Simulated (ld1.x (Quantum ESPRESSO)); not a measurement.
**PBE TM dataset for Mg (Z = 12), scalar-relativistic all-electron reference.**

| Quantity | Value |
| --- | --- |
| Element | magnesium |
| Generator | ld1.x (Quantum ESPRESSO) 7.5 |
| Type | norm-conserving Troullier–Martins (Kleinman–Bylander form) |
| Functional | PBE |
| Relativity | scalar-relativistic |
| Frozen core | [He] |
| Valence charge | 10 |
| Reference configuration | 2s2 2p6 3s2 3p0 |
| Partial waves | 2s (bound): rc 0.65 bohr; 2p (bound): rc 1.15 bohr |
| Local potential | the p channel |
| Core correction | none |

Occupied shells without a wave of their own: 3s. They enter only through the test configuration that unscreens the potential.

All-electron outer shells of the reference configuration (PBE, scalar-relativistic, ld1.x):

```csv
shell,level (eV),outermost node (bohr),outermost maximum (bohr)
1s,-1259.65,–,0.09
2s,-79.85,0.18,0.54
2p,-46.61,–,0.48
3s,-4.70,0.90,2.56
3p,-1.33,0.96,3.46
```

Estimate the cutoffs (Ry, on a coarse ladder) from which the occupation-weighted sum of valence levels, in a spherical-Bessel basis at the reference potential, stays within 10 and 1 mRy of its value at 400 Ry.

260 Ry and over 300 Ry.

Does the potential have ghost states?

No extra level below or beside the all-electron valence levels (s, p, d, f tested).

Which valence shell sets the plane-wave cutoff?

2s: its level needs over 300 Ry to come within 1 mRy, against 140 Ry for 3s.

Tests: 2s2 2p6 3s1 3p0; 2s2 2p6 3s0 3p0; 2s2 2p6 3s1.5 3p0; 2s2 2p6 3s0 3p1; 2s1 2p6 3s2 3p0; 2s2 2p5 3s2 3p0; 2s2 2p6 3s0 3p2. Which has the largest error in its energy relative to the reference configuration, and how large is it?

2s2 2p6 3s0 3p0, with +668 meV (all-electron minus pseudo) on +22.99 eV.
